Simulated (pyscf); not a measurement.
**F–C(F)(SiH₃)–Si(SiH₃)(SiH₃)–Cl (SMILES FC(F)([SiH3])[Si]([SiH3])([SiH3])Cl), singlet**

Gas-phase minimum from PySCF at ωB97X-D3(BJ)/def2-SVP, one conformer. 

```xyz
17

F      0.5555    -0.6992     2.5370
C      0.5275     0.0722     1.3894
F      1.7546    -0.1046     0.7617
Si     0.3527     1.9180     1.8910
Si    -0.7826    -0.6464     0.1797
Si    -0.9835    -2.9149     0.6547
Si    -0.1413    -0.0468    -1.9744
Cl    -2.5769     0.3279     0.6088
H     -0.8171     2.0662     2.7932
H      0.1691     2.7120     0.6458
H      1.6077     2.3158     2.5834
H     -1.9014    -3.5522    -0.3329
H     -1.5268    -3.0827     2.0300
H      0.3668    -3.5375     0.5505
H     -1.2576    -0.3514    -2.9148
H      0.1581     1.4126    -2.0090
H      1.0690    -0.8222    -2.3680
```
Charge 0, spin multiplicity 1.

Bond lengths (Å): F1–C2 1.383, C2–F3 1.390, C2–Si4 1.921, C2–Si5 1.923, Si4–H9 1.485, Si4–H10 1.488, Si4–H11 1.488, Si5–Si6 2.326, Si5–Si7 2.326, Si5–Cl8 2.086, Si6–H12 1.491, Si6–H13 1.488, Si6–H14 1.491, Si7–H15 1.491 (the first ones only). Angles (°): F1–C2–F3 106.6, F1–C2–Si4 108.7, F1–C2–Si5 109.1, F3–C2–Si4 108.7, F3–C2–Si5 105.7, Si4–C2–Si5 117.5, C2–Si4–H9 109.0, C2–Si4–H10 107.8, C2–Si4–H11 107.6, H9–Si4–H10 111.0, H9–Si4–H11 110.8, H10–Si4–H11 110.5, C2–Si5–Si6 107.2, C2–Si5–Si7 107.4 (the first ones only).

Properties at ωB97X-D3(BJ)/def2-SVP:

| Property | Result |
|---|---|
| Harmonic wavenumbers, unscaled | 34, 72, 82, 87, 104, 120, 127, 131, 174, 195, 213, 283, 295, 346, 426, 461, 511, 517, 540, 578, 590, 594, 646, 654, 872, 896, 918, 945, 948, 949, 950, 954, 955, 976, 1055, 1142, 2253, 2256, 2263, 2265, 2268, 2278, 2279, 2287, 2302 cm⁻¹ |
| Zero-point energy | 56.9 kcal/mol |
| Rotational symmetry number | 1 |
| Entropy of this conformer at 298 K and 1 atm, rigid rotor and harmonic oscillator, modes under 100 cm⁻¹ raised to 100 | 489.6 J/(mol K) |
| Dipole moment | 0.85 D |

Single-point totals, which compare only within one level:

```csv
level,total energy (hartree)
ωB97X-D3(BJ)/def2-TZVP,-1861.71670
PBE/def2-TZVP,-1860.51547
r²SCAN/def2-TZVP,-1861.31367
B3LYP-D3(BJ)/def2-TZVP,-1861.69461
PBE0-D3(BJ)/def2-TZVP,-1860.69361
M06-2X/def2-TZVP,-1861.35828
ωB97M-D3(BJ)/def2-TZVP,-1861.81551
```

The lowest mode is so soft that the shape along it may change with the basis. Soft torsions are taken as harmonic, which can shift the entropy by several J/(mol K).
